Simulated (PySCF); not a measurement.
The numbers are results of PBE-D3(BJ)/def2-TZVP // PBE0-D3(BJ)/def2-TZVP in PySCF 2.14.0, not measurements. Gas-phase values, no solvent. Delta-SCF ions had no search for a lower state. Excitations are Tamm–Dancoff values on a coarser integration grid. The basis has no diffuse functions, so Rydberg states are missing or too high.

Reference species (SMILES): `[Cl][Ga]([Cl])[Br]` (neutral, multiplicity 1).

```yaml
T1 excitation (TDA): 4.56 eV
S1 oscillator strength: 0.006
HOMO–LUMO gap: 4.72 eV
vertical ionisation energy (Delta-SCF): 10.55 eV
```

Changed species: `[Cl][Ga]([Cl])[Cl]` (0 of 3 Cl replaced by Br; the reference has 1 of 3 Cl replaced by Br).

Problem. Predict the effect on the T1 excitation (TDA), S1 oscillator strength, HOMO–LUMO gap and vertical ionisation energy (Delta-SCF).

Solution. the T1 excitation (TDA) increases by 0.40 eV, to 4.96 eV; the S1 oscillator strength hardly moves; the HOMO–LUMO gap increases by 0.40 eV, to 5.12 eV; the vertical ionisation energy (Delta-SCF) goes up by 0.34 eV, to 10.89 eV.
